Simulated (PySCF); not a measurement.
**Atomic charges against the basis set**

C2H7NSSi2.
Numbering: `[N:1]#[C:2][CH2:3][SiH2:4][S:5][SiH3:6]` (hydrogens: H7, H8 on C3; H9, H10 on Si4; H11, H12, H13 on Si6)

PBE0 throughout (PySCF), one geometry, spherical d and f functions. Isolated species at its PBE0-D3(BJ)/def2-SVP geometry (one conformer only). Atoms taken as equivalent share a column and are averaged. The first 7 of 9 kinds of atom are listed.

Mulliken charges (e):

```
        basis  functions      N1      C2      C3     Si4      S5     Si6   H7/H8
       STO-3G         49  -0.206  +0.060  -0.316  +0.527  -0.186  +0.430  +0.110
        6-31G         80  -0.293  +0.192  -0.720  +0.638  -0.438  +0.448  +0.264
     pcSseg-0         80  -0.370  +0.109  -0.853  +0.719  -0.605  +0.344  +0.331
       6-31G*        110  -0.357  +0.263  -0.661  +0.486  -0.389  +0.318  +0.258
      cc-pVDZ        131  -0.132  -0.086  -0.184  +0.329  -0.310  +0.218  +0.115
     def2-SVP        131  -0.021  -0.199  -0.243  +0.471  -0.423  +0.350  +0.124
  aug-cc-pVDZ        213  -0.299  -0.093  +0.284  -0.130  -0.589  -0.537  -0.121
6-311+G(2d,p)        228  -0.300  +0.130  -0.523  +0.440  -0.241  +0.239  +0.206
    def2-TZVP        246  -0.013  -0.241  -0.227  +0.258  -0.296  +0.154  +0.172
      cc-pVTZ        290  -0.075  -0.088  -0.263  +0.263  -0.274  +0.165  +0.143
     IGLO-III        307  -0.307  +0.094  -0.387  +0.819  -0.676  +0.786  +0.183
```

IAO charges (e):

| basis | functions | N1 | C2 | C3 | Si4 | S5 | Si6 | H7/H8 |
| --- | --- | --- | --- | --- | --- | --- | --- | --- |
| STO-3G | 49 | -0.173 | +0.070 | -0.522 | +0.642 | -0.294 | +0.515 | +0.163 |
| 6-31G | 80 | -0.240 | +0.127 | -0.549 | +0.569 | -0.371 | +0.372 | +0.203 |
| pcSseg-0 | 80 | -0.238 | +0.127 | -0.559 | +0.565 | -0.379 | +0.349 | +0.203 |
| 6-31G* | 110 | -0.247 | +0.136 | -0.568 | +0.697 | -0.415 | +0.512 | +0.195 |
| cc-pVDZ | 131 | -0.240 | +0.129 | -0.567 | +0.696 | -0.416 | +0.510 | +0.194 |
| def2-SVP | 131 | -0.238 | +0.128 | -0.566 | +0.709 | -0.416 | +0.526 | +0.192 |
| aug-cc-pVDZ | 213 | -0.257 | +0.140 | -0.572 | +0.700 | -0.423 | +0.514 | +0.197 |
| 6-311+G(2d,p) | 228 | -0.259 | +0.142 | -0.583 | +0.728 | -0.429 | +0.542 | +0.198 |
| def2-TZVP | 246 | -0.257 | +0.141 | -0.586 | +0.738 | -0.432 | +0.551 | +0.198 |
| cc-pVTZ | 290 | -0.254 | +0.139 | -0.583 | +0.726 | -0.430 | +0.537 | +0.198 |
| IGLO-III | 307 | -0.259 | +0.142 | -0.586 | +0.733 | -0.429 | +0.546 | +0.199 |

Question: Which scheme is steadiest as the basis changes?

Answer: Largest range over the bases for any column: IAO 0.20 e, Mulliken 1.32 e. IAO charges move least and Mulliken charges most, counted in e. Without the minimal STO-3G basis the ranges are IAO 0.20, Mulliken 1.32 e.

Question: How much do the charges still move between the two largest bases, cc-pVTZ and IGLO-III?

Answer: At most, over all atoms: Mulliken 0.622 e, IAO 0.008 e.

Question: What do the same runs give for the total energy, the frontier levels and the dipole moment?

Answer: 
```tsv
basis	energy (Eh)	HOMO (eV)	LUMO (eV)	μ (D)
STO-3G	-1099.0845	-3.87	4.11	3.29
6-31G	-1111.6404	-7.68	-0.56	3.46
pcSseg-0	-1110.3549	-7.96	-0.70	3.74
6-31G*	-1111.7782	-7.75	-0.41	3.48
cc-pVDZ	-1111.8455	-7.74	-0.24	3.49
def2-SVP	-1111.4332	-7.79	-0.23	3.56
aug-cc-pVDZ	-1111.8584	-7.82	-0.63	3.84
6-311+G(2d,p)	-1111.9107	-7.85	-0.66	3.88
def2-TZVP	-1111.9250	-7.88	-0.50	3.85
cc-pVTZ	-1111.9295	-7.86	-0.45	3.77
IGLO-III	-1111.9223	-7.82	-0.46	3.94
```

The dipole is fixed by the density alone, so its range of 0.65 D shows that the density itself changes with the basis, not only its division among atoms.
